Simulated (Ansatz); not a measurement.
Start from `[CH3][Sc]([NH2])[Cl]` and change one atom or group to get `[NH2][Sc]([Cl])[Cl]`.

Ansatz, PBE0-D4/def2-TZVP geometries, multiplicity 1. Each molecule was computed in one conformer, which needn't be the lowest.

Scalar relativity is left out up to krypton.

```json
{"property": "size of the dipole moment (ωB97M-V/def2-TZVPP) / D", "`[CH3][Sc]([NH2])[Cl]`": "2.72"}
{"property": "HOMO energy (PBE/def2-TZVPP) / eV", "`[CH3][Sc]([NH2])[Cl]`": "-5.88"}
{"property": "LUMO energy (ωB97M-V/def2-TZVPP) / eV", "`[CH3][Sc]([NH2])[Cl]`": "-0.36"}
{"property": "HOMO–LUMO gap (B3LYP/def2-TZVPP) / eV", "`[CH3][Sc]([NH2])[Cl]`": "4.65"}
{"property": "HOMO energy (PBE0/def2-TZVPP) / eV", "`[CH3][Sc]([NH2])[Cl]`": "-7.22"}
{"property": "HOMO–LUMO gap (PBE/def2-TZVPP) / eV", "`[CH3][Sc]([NH2])[Cl]`": "2.99"}
```

Task: Give the same properties after the change, and the shifts. (Best estimate.)

Result: Computed: 
```csv
property,`[NH2][Sc]([Cl])[Cl]`,shift
size of the dipole moment (ωB97M-V/def2-TZVPP) / D,2.73,0.01
HOMO energy (PBE/def2-TZVPP) / eV,-6.73,-0.85
LUMO energy (ωB97M-V/def2-TZVPP) / eV,-0.72,-0.36
HOMO–LUMO gap (B3LYP/def2-TZVPP) / eV,5.06,0.41
HOMO energy (PBE0/def2-TZVPP) / eV,-8.07,-0.85
HOMO–LUMO gap (PBE/def2-TZVPP) / eV,3.39,0.40
```

With PBE0 the HOMO falls by 0.85 eV and the LUMO falls by 0.46 eV, so the gap widens by about 0.39 eV. PBE moves the HOMO by -0.85 eV and ωB97M-V by -0.92 eV. Dipoles are sizes alone; their direction can turn.

B3LYP here is the variant with VWN-RPA as its local correlation; programs differ in this.
